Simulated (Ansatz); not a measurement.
Born–Oppenheimer molecular dynamics of Cl2GeH2O (6 atoms, charge 0, multiplicity 1). It starts from a relaxed structure.

Level of theory: Ansatz 0.2.0, RHF/def2-SVP.

| Quantity | Value |
| --- | --- |
| ensemble | NVT, Nosé–Hoover chain |
| time step | 0.5 fs |
| steps asked | 150 |
| set temperature | 50 K |
| thermostat | time constant 300 fs, chain length 1 |
| seed | 121762 |

First frame:

```xyz
6
Properties=species:S:1:pos:R:3
Ge -0.005 -0.100 0.116
H -0.154 0.052 1.610
O 1.674 -0.311 -0.266
H 1.923 -0.426 -1.171
Cl -0.759 1.626 -0.913
Cl -1.114 -1.793 -0.600
```

Task: How far do the bonds stretch over the last three quarters of this one trajectory? (Pairs bonded in most of those frames.)

Result: 
| bond | mean (Å) | spread (Å) | shortest | longest |
| --- | --- | --- | --- | --- |
| Ge1–H2 | 1.509 | 0.006 | 1.50 | 1.52 |
| Ge1–O3 | 1.733 | 0.010 | 1.72 | 1.75 |
| Ge1–Cl5 | 2.151 | 0.009 | 2.13 | 2.16 |
| Ge1–Cl6 | 2.151 | 0.012 | 2.13 | 2.16 |
| O3–H4 | 0.946 | 0.004 | 0.94 | 0.95 |

Mean temperature of the second half: 23 K. The conserved energy stayed within 0.012 meV per atom of its start (net change 0.0033 meV per atom), so the integration is sound. The mean temperature of the second half is 54 % below the set value. A run of 0.075 ps of so small a system gives no equilibrium averages.

Run time: 4.6 min on 1 thread of Intel(R) Xeon(R) CPU @ 2.60GHz (Ice Lake), with other jobs on the host, peak memory 0.21 GiB.
